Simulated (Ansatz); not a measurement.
Relaxation of Ge(vinyl)2(NMe2)2 (C8H18GeN2) with RKS PBE-D4/def2-SVP.

```sh
$ ansatz run in.yaml --threads 2 --pin off --events-out ev --progress --plain --max-ram 32768MiB --backend cuda --devices 0, --max-vram 18GiB
```

```yaml
crystal:
  periodic: [false, false, false]
  atoms:
    - {symbol: Ge, position_ang: [0.361170, -0.011990, 0.307940]}
    - {symbol: C, position_ang: [0.282950, -0.112550, 2.293750]}
    - {symbol: C, position_ang: [0.999800, 0.652070, 3.098330]}
    - {symbol: H, position_ang: [-0.371570, -0.862370, 2.721850]}
    - {symbol: H, position_ang: [1.663720, 1.408250, 2.712030]}
    - {symbol: H, position_ang: [0.949000, 0.568270, 4.174970]}
    - {symbol: C, position_ang: [2.215200, 0.016430, -0.364950]}
    - {symbol: C, position_ang: [2.613810, -0.552430, -1.488890]}
    - {symbol: H, position_ang: [2.930100, 0.562100, 0.237530]}
    - {symbol: H, position_ang: [1.922730, -1.103630, -2.107260]}
    - {symbol: H, position_ang: [3.634800, -0.498800, -1.839500]}
    - {symbol: N, position_ang: [-0.372120, 1.609590, -0.168370]}
    - {symbol: C, position_ang: [-1.481250, 2.187320, 0.553810]}
    - {symbol: C, position_ang: [-0.350150, 2.014440, -1.554580]}
    - {symbol: H, position_ang: [-1.403850, 3.279230, 0.533300]}
    - {symbol: H, position_ang: [-1.446680, 1.855980, 1.590440]}
    - {symbol: H, position_ang: [-2.456020, 1.912380, 0.128140]}
    - {symbol: H, position_ang: [0.511450, 1.563960, -2.044190]}
    - {symbol: H, position_ang: [-1.257150, 1.713650, -2.095760]}
    - {symbol: H, position_ang: [-0.263460, 3.103910, -1.619330]}
    - {symbol: N, position_ang: [-0.474400, -1.434310, -0.574850]}
    - {symbol: C, position_ang: [0.035630, -2.767820, -0.349910]}
    - {symbol: C, position_ang: [-1.906560, -1.435290, -0.765120]}
    - {symbol: H, position_ang: [-0.434980, -3.258860, 0.512760]}
    - {symbol: H, position_ang: [1.109250, -2.718890, -0.176460]}
    - {symbol: H, position_ang: [-0.151350, -3.387550, -1.232670]}
    - {symbol: H, position_ang: [-2.252660, -0.414190, -0.911200]}
    - {symbol: H, position_ang: [-2.158240, -2.018020, -1.657380]}
    - {symbol: H, position_ang: [-2.449190, -1.870890, 0.085590]}
basis:
  gaussian: {orbitals: def2-SVP}
hamiltonian: {xc: pbe, dispersion: d4}
scf: {lower_state_search: "off"}
output: {orbitals: {seedname: orbitals}}
relax: {f_tol: 0.03, max_steps: 70}
```

Hardware: 2 threads of AMD EPYC 7R13 on a shared host and a share (18 GiB) of an NVIDIA H100 80GB HBM3. Wall time 23 s, peak host memory 0.92 GiB.

Positions (Å) and forces (eV/Å) at steps 1, 2, 3, 4, 5, 6, 7, 8 of 8:

```xyz
29
step=1 energy=-68047.4349 eV
Ge    0.361   -0.012    0.308    0.400   -0.058    0.173
C     0.283   -0.113    2.294   -0.406   -0.492   -1.533
C     1.000    0.652    3.098    0.297    0.350    0.294
H    -0.372   -0.862    2.722   -0.480   -0.547    0.295
H     1.664    1.408    2.712    0.611    0.692   -0.284
H     0.949    0.568    4.175   -0.031   -0.069    0.839
C     2.215    0.016   -0.365   -1.085    0.231    1.058
C     2.614   -0.552   -1.489    0.097   -0.282   -0.527
H     2.930    0.562    0.238    0.534    0.411    0.469
H     1.923   -1.104   -2.107   -0.582   -0.477   -0.549
H     3.635   -0.499   -1.839    0.800    0.072   -0.256
N    -0.372    1.610   -0.168   -0.186   -0.017   -0.017
C    -1.481    2.187    0.554    0.580   -0.370   -0.136
C    -0.350    2.014   -1.555    0.170   -0.312    0.603
H    -1.404    3.279    0.533   -0.056    0.671    0.062
H    -1.447    1.856    1.590   -0.105   -0.092    0.672
H    -2.456    1.912    0.128   -0.657   -0.109   -0.206
H     0.511    1.564   -2.044    0.510   -0.175   -0.462
H    -1.257    1.714   -2.096   -0.528   -0.136   -0.426
H    -0.263    3.104   -1.619    0.060    0.651   -0.161
N    -0.474   -1.434   -0.575    0.078    0.155    0.095
C     0.036   -2.768   -0.350   -0.073    0.709   -0.071
C    -1.907   -1.435   -0.765    0.731    0.247    0.091
H    -0.435   -3.259    0.513   -0.249   -0.420    0.535
H     1.109   -2.719   -0.176    0.691   -0.160    0.084
H    -0.151   -3.388   -1.233   -0.040   -0.498   -0.480
H    -2.253   -0.414   -0.911   -0.363    0.617   -0.126
H    -2.158   -2.018   -1.657   -0.275   -0.325   -0.518
H    -2.449   -1.871    0.086   -0.444   -0.267    0.483
29
step=2 energy=-68047.6570 eV
Ge    0.381   -0.008    0.307    0.143   -0.093    0.132
C     0.294   -0.135    2.273   -0.085   -0.004   -0.419
C     0.998    0.662    3.090    0.056   -0.037    0.029
H    -0.362   -0.905    2.704   -0.098   -0.144    0.099
H     1.667    1.441    2.703    0.132    0.195   -0.066
H     0.953    0.568    4.184   -0.016    0.001    0.221
C     2.233   -0.002   -0.336   -0.319    0.104    0.191
C     2.615   -0.563   -1.492   -0.012    0.002   -0.106
H     2.967    0.543    0.274    0.161    0.081    0.107
H     1.899   -1.106   -2.123   -0.159   -0.103   -0.123
H     3.645   -0.494   -1.868    0.213   -0.021   -0.030
N    -0.402    1.594   -0.180   -0.103    0.003   -0.073
C    -1.506    2.169    0.564    0.289   -0.142   -0.138
C    -0.349    2.010   -1.569    0.009   -0.108    0.320
H    -1.441    3.276    0.551   -0.023    0.209    0.027
H    -1.473    1.843    1.617   -0.014   -0.041    0.173
H    -2.503    1.898    0.148   -0.206   -0.039   -0.052
H     0.536    1.579   -2.067    0.138   -0.051   -0.102
H    -1.251    1.707   -2.148   -0.143   -0.040   -0.139
H    -0.273    3.115   -1.635    0.020    0.205   -0.061
N    -0.461   -1.434   -0.558   -0.010   -0.007    0.021
C     0.046   -2.776   -0.333   -0.113    0.330   -0.053
C    -1.896   -1.390   -0.763    0.358    0.009    0.034
H    -0.421   -3.279    0.544   -0.069   -0.137    0.174
H     1.138   -2.755   -0.172    0.173   -0.025    0.019
H    -0.151   -3.416   -1.217   -0.014   -0.161   -0.142
H    -2.231   -0.351   -0.923   -0.064    0.165   -0.026
H    -2.172   -1.976   -1.664   -0.101   -0.090   -0.157
H    -2.478   -1.813    0.089   -0.145   -0.061    0.141
29
step=3 energy=-68047.6580 eV
Ge    0.393   -0.008    0.310   -0.030    0.172   -0.055
C     0.302   -0.137    2.266    0.153   -0.120    0.047
C     1.014    0.659    3.088   -0.208    0.269   -0.050
H    -0.311   -0.952    2.701    0.049    0.078   -0.025
H     1.615    1.510    2.703   -0.004   -0.205    0.056
H     0.962    0.569    4.189    0.067   -0.045   -0.045
C     2.233    0.025   -0.343    0.149   -0.035    0.100
C     2.596   -0.524   -1.519    0.325   -0.254    0.060
H     3.005    0.482    0.313   -0.129   -0.100   -0.126
H     1.851   -1.014   -2.177    0.074    0.071    0.058
H     3.667   -0.592   -1.831   -0.396    0.182   -0.014
N    -0.418    1.578   -0.188   -0.123    0.065   -0.047
C    -1.517    2.149    0.566    0.069   -0.016   -0.066
C    -0.353    2.004   -1.574   -0.008   -0.018    0.100
H    -1.461    3.265    0.562   -0.006   -0.024    0.002
H    -1.478    1.820    1.624   -0.001   -0.002   -0.029
H    -2.527    1.878    0.160    0.014    0.008    0.015
H     0.548    1.587   -2.070   -0.027    0.012    0.026
H    -1.246    1.695   -2.178    0.026    0.010    0.015
H    -0.287    3.117   -1.642   -0.003   -0.025   -0.001
N    -0.448   -1.434   -0.553   -0.052   -0.123   -0.018
C     0.043   -2.781   -0.318   -0.031    0.069   -0.024
C    -1.881   -1.365   -0.771    0.053   -0.003    0.011
H    -0.423   -3.281    0.572    0.009    0.009   -0.015
H     1.142   -2.776   -0.163   -0.027    0.009   -0.008
H    -0.162   -3.439   -1.197    0.000    0.022    0.029
H    -2.197   -0.316   -0.942    0.020   -0.040    0.009
H    -2.173   -1.954   -1.674    0.016    0.017    0.026
H    -2.489   -1.768    0.084    0.021    0.019   -0.030
29
step=4 energy=-68047.6719 eV
Ge    0.394   -0.010    0.312   -0.001    0.023    0.013
C     0.304   -0.140    2.267   -0.005    0.046    0.088
C     0.985    0.682    3.090    0.222   -0.068   -0.087
H    -0.317   -0.946    2.704    0.022    0.060   -0.013
H     1.651    1.482    2.700   -0.189   -0.081    0.081
H     0.963    0.569    4.191   -0.047    0.048   -0.059
C     2.237    0.003   -0.330    0.100   -0.048    0.049
C     2.599   -0.556   -1.502    0.347    0.200   -0.186
H     3.003    0.492    0.305   -0.088   -0.044   -0.094
H     1.855   -1.045   -2.158    0.055   -0.011    0.072
H     3.651   -0.506   -1.878   -0.407   -0.093    0.154
N    -0.421    1.575   -0.189   -0.063    0.038   -0.054
C    -1.519    2.147    0.563    0.048   -0.012   -0.024
C    -0.350    2.005   -1.572    0.003   -0.013    0.060
H    -1.461    3.263    0.561   -0.001   -0.030    0.001
H    -1.482    1.816    1.621   -0.003    0.005   -0.030
H    -2.530    1.878    0.156    0.026    0.005    0.009
H     0.553    1.588   -2.065   -0.025    0.009    0.017
H    -1.240    1.697   -2.181    0.026    0.009    0.017
H    -0.282    3.118   -1.638   -0.003   -0.028    0.004
N    -0.447   -1.436   -0.552   -0.057   -0.093   -0.013
C     0.039   -2.782   -0.315   -0.013    0.045   -0.011
C    -1.878   -1.364   -0.773    0.029   -0.003   -0.001
H    -0.428   -3.281    0.576    0.010    0.013   -0.019
H     1.139   -2.780   -0.160   -0.029    0.003   -0.004
H    -0.167   -3.442   -1.193   -0.001    0.023    0.027
H    -2.190   -0.313   -0.946    0.013   -0.034    0.006
H    -2.171   -1.952   -1.677    0.014    0.015    0.026
H    -2.491   -1.763    0.080    0.020    0.015   -0.027
29
step=5 energy=-68047.6376 eV rejected
Ge    0.400   -0.024    0.320    0.076    0.001    0.126
C     0.321   -0.168    2.282   -0.068    0.059   -0.173
C     0.953    0.710    3.080   -0.180    0.081    0.205
H    -0.259   -0.984    2.750    0.063   -0.078   -0.077
H     1.489    1.587    2.686    0.167    0.035   -0.081
H     0.908    0.637    4.182    0.041   -0.016    0.008
C     2.238   -0.002   -0.336    0.024   -0.005   -0.172
C     2.527   -0.590   -1.514   -0.645   -0.113    0.209
H     3.017    0.525    0.237    0.073    0.027    0.070
H     1.711   -1.111   -2.050    0.095    0.014   -0.107
H     3.514   -0.614   -1.975    0.497    0.080   -0.114
N    -0.438    1.545   -0.190    0.236   -0.207    0.197
C    -1.510    2.109    0.581   -0.208    0.088    0.105
C    -0.332    2.008   -1.546   -0.022    0.058   -0.214
H    -1.438    3.222    0.629    0.004    0.013    0.007
H    -1.469    1.725    1.620   -0.058    0.048    0.053
H    -2.527    1.871    0.173   -0.030    0.011   -0.004
H     0.574    1.585   -2.022    0.031   -0.010   -0.090
H    -1.213    1.733   -2.186    0.036    0.009    0.018
H    -0.239    3.119   -1.589   -0.008    0.030    0.014
N    -0.426   -1.449   -0.558    0.220    0.351   -0.077
C     0.076   -2.776   -0.312   -0.065   -0.255    0.107
C    -1.838   -1.329   -0.818   -0.139   -0.125    0.025
H    -0.349   -3.254    0.611    0.008   -0.045   -0.014
H     1.181   -2.750   -0.196   -0.051   -0.051    0.005
H    -0.152   -3.467   -1.160    0.003    0.052    0.006
H    -2.091   -0.267   -0.998   -0.061    0.037   -0.029
H    -2.141   -1.903   -1.723    0.026   -0.043   -0.044
H    -2.486   -1.688    0.022   -0.066   -0.044    0.041
29
step=6 energy=-68047.6741 eV
Ge    0.396   -0.011    0.314   -0.040   -0.006   -0.016
C     0.312   -0.142    2.270   -0.086    0.032    0.000
C     1.000    0.675    3.089   -0.023    0.027    0.001
H    -0.315   -0.938    2.711    0.103   -0.095   -0.004
H     1.585    1.528    2.702    0.113   -0.049   -0.001
H     1.001    0.548    4.187   -0.071    0.051    0.005
C     2.237    0.004   -0.329    0.018    0.017    0.011
C     2.592   -0.544   -1.506   -0.037   -0.023   -0.033
H     3.002    0.502    0.293    0.015   -0.012    0.034
H     1.836   -1.039   -2.142    0.022   -0.033   -0.016
H     3.631   -0.530   -1.881   -0.011    0.025    0.001
N    -0.420    1.570   -0.188    0.014   -0.019    0.010
C    -1.513    2.142    0.564   -0.042    0.026    0.000
C    -0.346    2.005   -1.565   -0.012    0.031   -0.036
H    -1.448    3.256    0.573   -0.009    0.011   -0.008
H    -1.491    1.804    1.619    0.038   -0.026    0.000
H    -2.522    1.882    0.150   -0.010    0.014   -0.009
H     0.551    1.591   -2.070    0.027   -0.028    0.048
H    -1.236    1.703   -2.176   -0.015    0.024    0.001
H    -0.271    3.117   -1.624   -0.021    0.008   -0.014
N    -0.445   -1.439   -0.556    0.013    0.039    0.031
C     0.037   -2.783   -0.308    0.002   -0.015    0.003
C    -1.871   -1.366   -0.787   -0.011    0.001    0.018
H    -0.425   -3.273    0.590   -0.003    0.009    0.006
H     1.137   -2.782   -0.161    0.002   -0.009   -0.003
H    -0.180   -3.449   -1.177    0.009    0.003   -0.006
H    -2.184   -0.317   -0.962    0.019    0.008   -0.023
H    -2.156   -1.956   -1.691   -0.007    0.007    0.002
H    -2.491   -1.759    0.061    0.004   -0.019    0.001
29
step=7 energy=-68047.6800 eV
Ge    0.396   -0.007    0.304    0.048    0.041    0.020
C     0.328   -0.148    2.262    0.043   -0.033    0.033
C     0.976    0.677    3.108   -0.017    0.001   -0.026
H    -0.240   -0.999    2.687   -0.016    0.060   -0.017
H     1.580    1.535    2.759   -0.053   -0.018   -0.045
H     0.933    0.544    4.204    0.008   -0.018   -0.002
C     2.236    0.007   -0.354   -0.013   -0.010   -0.049
C     2.580   -0.551   -1.530   -0.004   -0.001   -0.001
H     3.010    0.510    0.253   -0.025    0.007    0.023
H     1.831   -1.067   -2.157   -0.013    0.006    0.011
H     3.615   -0.523   -1.915    0.013   -0.003    0.001
N    -0.432    1.572   -0.199   -0.010   -0.055    0.003
C    -1.517    2.148    0.563   -0.002   -0.004    0.003
C    -0.344    2.024   -1.571    0.010   -0.002    0.016
H    -1.445    3.262    0.577    0.007    0.008    0.006
H    -1.484    1.800    1.614   -0.002    0.004   -0.001
H    -2.533    1.902    0.156    0.009   -0.012   -0.011
H     0.553    1.595   -2.063   -0.005    0.012   -0.018
H    -1.235    1.752   -2.196    0.012   -0.027    0.040
H    -0.253    3.136   -1.618    0.015    0.005    0.005
N    -0.441   -1.447   -0.547   -0.025    0.042    0.019
C     0.037   -2.787   -0.280   -0.006   -0.003    0.001
C    -1.866   -1.371   -0.792   -0.005   -0.014   -0.022
H    -0.435   -3.265    0.620    0.005    0.003   -0.001
H     1.135   -2.788   -0.124    0.002   -0.002    0.001
H    -0.173   -3.464   -1.143    0.004    0.003    0.002
H    -2.171   -0.321   -0.977    0.002   -0.016    0.002
H    -2.146   -1.965   -1.694    0.003    0.008   -0.003
H    -2.495   -1.763    0.052    0.015    0.016    0.008
29
step=8 energy=-68047.6827 eV
Ge    0.399   -0.011    0.308    0.002    0.002    0.003
C     0.323   -0.150    2.263   -0.001   -0.011    0.014
C     0.977    0.684    3.095   -0.002    0.009    0.006
H    -0.264   -0.981    2.698    0.013    0.010   -0.015
H     1.578    1.534    2.723   -0.008   -0.013   -0.012
H     0.941    0.566    4.193   -0.003    0.006   -0.006
C     2.237    0.004   -0.350    0.006   -0.001   -0.017
C     2.582   -0.551   -1.527   -0.013   -0.009    0.004
H     3.007    0.505    0.265   -0.004    0.003    0.007
H     1.829   -1.062   -2.153   -0.001    0.002   -0.002
H     3.617   -0.528   -1.911    0.005    0.005    0.002
N    -0.427    1.568   -0.191    0.013   -0.023    0.019
C    -1.516    2.141    0.568   -0.011    0.001    0.003
C    -0.341    2.019   -1.563   -0.006    0.005   -0.012
H    -1.446    3.256    0.584    0.001    0.002    0.001
H    -1.486    1.793    1.619    0.001   -0.001   -0.001
H    -2.528    1.891    0.155    0.003    0.000   -0.004
H     0.557    1.597   -2.057    0.001    0.000    0.000
H    -1.231    1.735   -2.182    0.008    0.002    0.008
H    -0.256    3.131   -1.611    0.000    0.001    0.000
N    -0.442   -1.444   -0.550   -0.001    0.021    0.004
C     0.037   -2.785   -0.288   -0.004   -0.007   -0.001
C    -1.866   -1.367   -0.792   -0.004   -0.006   -0.002
H    -0.431   -3.266    0.612    0.000    0.002    0.000
H     1.136   -2.786   -0.135    0.001   -0.002    0.001
H    -0.175   -3.459   -1.153    0.002    0.002    0.002
H    -2.170   -0.317   -0.977    0.001   -0.003   -0.003
H    -2.148   -1.960   -1.695    0.001    0.001    0.001
H    -2.493   -1.757    0.053    0.002    0.003    0.000
```
